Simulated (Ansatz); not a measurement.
Consider the atomization: `CC(C)S[SiH3]` → 3 C• + 10 H• + S• + Si•.

Computed with Ansatz on PBE0-D4/def2-TZVP structures; ΔE is electronic, products minus reactants. CBS: MP2 limit from def2 TZ/QZ plus the TZ coupled-cluster correction, frozen cores. This one scheme is used for every species, atoms too. Functionals use def2-TZVPP. Open shells (•) are unrestricted, without spin–orbit coupling. Spin–orbit coupling would lower the free atoms: a little for C, S, Si. One conformer a species, not always the lowest.

`CC(C)S[SiH3]`:

Z-matrix (Å, degrees):
```
C
C 1 1.516
H 1 1.091 2 112.0
H 1 1.092 2 110.5 3 -120.4
H 1 1.094 2 110.0 3 120.1
C 2 1.518 1 112.0 3 -179.2
S 2 1.840 1 112.0 3 60.4
H 2 1.094 1 109.9 3 -57.8
H 6 1.093 2 109.9 1 58.0
H 6 1.093 2 110.7 1 -61.1
H 6 1.091 2 111.5 1 178.3
Si 7 2.123 2 101.1 1 -72.2
H 12 1.483 7 105.9 2 -170.8
H 12 1.488 7 113.4 2 69.6
H 12 1.488 7 110.2 2 -51.4
```

```csv
level,ΔE (kcal/mol),difference from CCSD(T)/CBS
PBE0-D4,1292.1,1.5
ωB97M-V,1293.8,3.2
B2PLYP,1273.6,-17.0
PBE,1294.0,3.4
PBE0,1285.0,-5.6
HF/def2-TZVPP,973.1,-317.5
CCSD(T)/def2-TZVPP,1260.6,-30.0
HF/def2-QZVPP,974.3,-316.3
MP2/def2-QZVPP,1284.8,-5.8
CCSD/CBS(def2),1275.5,-15.1
CCSD(T)/CBS,1290.6,0
```

Largest T1 diagnostic among the species: 0.012.

In def2-TZVPP, CCSD(T) changes the Hartree–Fock value by +287.5 kcal/mol (the triples alone add +15.1 kcal/mol) and MP2 by +294.1 kcal/mol; breaking electron pairs costs correlation energy, which Hartree–Fock lacks. From PBE to PBE0 (25 % exact exchange), in def2-TZVPP and without D4, ΔE moves by −9.1 kcal/mol: exact exchange takes away binding that semilocal exchange gives to molecules. The D4 term adds +13.4 kcal/mol with B3LYP and +7.1 kcal/mol with PBE0; it sums over pairs of atoms, weighted by their polarisabilities, and B3LYP, whose exchange is more repulsive, gets the larger term.

B3LYP here is the variant with VWN-RPA as its local correlation; programs differ in this.

For atomizations the MP2-based limit and the directly extrapolated one differ by several kJ/mol either way, and by 10 to 25 for some Ge, Se and Sn compounds, so smaller differences from it don't rank the levels.
